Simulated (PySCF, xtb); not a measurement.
C₂H₆BCl, SMILES CCBCl. The values are those of a single conformer.

Harmonic wavenumbers (cm⁻¹) from GFN2-xTB (xtb) at its own minimum, in rising order: 30, 209, 218, 339, 524, 773, 783, 903, 982, 1044, 1055, 1115, 1226, 1312, 1416, 1452, 1507, 1509, 2606, 2928, 2961, 3029, 3041, 3046.

What does PySCF with B3LYP-D3(BJ)/def2-SVP give at its own minimum? (An estimate is asked for; the answer gives what the named calculation found.)

55, 209, 231, 341, 541, 802, 827, 922, 979, 1034, 1054, 1136, 1238, 1341, 1396, 1406, 1474, 1481, 2623, 2965, 3029, 3064, 3106, 3111. Paired by order, the mean absolute difference is 27 cm⁻¹ and the zero-point energies are 48.6 and 49.1 kcal/mol.
